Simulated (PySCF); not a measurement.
An unknown is described by computed data only.

Formula: C6H7NOS.

- UV, strongest line: among the 10 lowest singlet transitions: S9 at 6.29 eV (197 nm, f = 0.068) [TDDFT PBE0/def2-SVPD]
- 1H NMR: chemical shifts (computed TMS as zero) by class: 8.77 (1 H), 8.65 (1 H), 8.48 (1 H), 7.51 (1 H), 2.37 (3 H) ppm [GIAO CAM-B3LYP/pcSseg-1]
- UV, first state: lowest singlet excitation: 4.64 eV (267 nm, f = 0.033) [TDDFT PBE0/def2-SVPD]
- Rotational structure: rotational constants A, B, C: 3.182, 0.974, 0.825 GHz [PBE0-D3(BJ)/def2-SVP]
- Polarisability: 100.4 au [PBE0/def2-SVPD]
- Dipole: 2.24 D [PBE0/def2-SVPD]
- NMR, other nuclei: isotropic shieldings of nuclei other than C and H, by class: -104 (1 N), 292 (1 O), 196 (1 S) ppm [GIAO CAM-B3LYP/pcSseg-1]
- Valence photoelectron: vertical ionisation energy: 8.85 eV [ΔSCF PBE0/def2-SVPD]
- 13C NMR: chemical shifts (computed TMS as zero) by class: 160.8 (1 C), 154.7 (1 C), 153.9 (1 C), 142.0 (1 C), 132.8 (1 C), 49.5 (1 C) ppm [GIAO CAM-B3LYP/pcSseg-1]
- Triplet: lowest triplet excitation (Tamm–Dancoff): 3.99 eV [TDA PBE0/def2-SVPD]

The electronic properties come from PySCF, for the isolated species, density fitting. Levels stand in brackets. Geometry: PBE0-D3(BJ)/def2-SVP, one conformer, isolated molecule. NMR classes are plain means over equivalent atoms (diastereotopic ones count apart unless rotation or inversion swaps them), as if these changed places fast.

Question: What is the compound? Reason from the data.

Answer: Numbering: `[CH3:1][S@:2](=[O:3])[c:4]1[cH:5][cH:6][cH:7][n:8][cH:9]1`. 6 carbons fall into 6 classes; from least to most shielded: aromatic CH next to a ring nitrogen [C7] (160.8 ppm), substituted aromatic carbon [C4] (154.7 ppm), aromatic CH next to a ring nitrogen [C9] (153.9 ppm), aromatic CH carbon [C5] (142.0 ppm), aromatic CH carbon [C6] (132.8 ppm), S-methyl carbon [C1] (49.5 ppm). Hydrogen classes from least to most shielded: 1 H on an aromatic CH next to a ring nitrogen, C7 (8.77 ppm), 1 H on an aromatic CH carbon, C5 (8.65 ppm), 1 H on an aromatic CH next to a ring nitrogen, C9 (8.48 ppm), 1 H on an aromatic CH carbon, C6 (7.51 ppm), 3 H on an S-methyl carbon, C1 (2.37 ppm, a mean of values up to 0.7 ppm apart in this geometry). The other shieldings belong to: -104 ppm, pyridine-type nitrogen [N8]; 292 ppm, sulfinyl oxygen [O3]; 196 ppm, sulfinyl sulfur [S2]. S1 is mainly HOMO→LUMO (weight 0.77); the largest Löwdin shares of the orbital it empties are 0.45 on the sulfinyl oxygen, 0.28 on the sulfinyl sulfur, 0.07 on the S-methyl carbon and 0.06 on the substituted aromatic carbon, of the orbital it fills 0.24 on an aromatic CH carbon, 0.19 on the pyridine-type nitrogen, 0.16 on an aromatic CH next to a ring nitrogen and 0.14 on the substituted aromatic carbon. The optimised geometry has point group C1 and is an asymmetric top. Structure: `C[S@](=O)c1cccnc1`. The assignments are read from this structure; whether some other isomer fits the data as well wasn't checked. The mirror image fits equally.

Conformer computed: `[CH3:1][S@:2](=[O:3])[c:4]1[cH:5][cH:6][cH:7][n:8][cH:9]1`: C1–S2–C4–C5 108°.
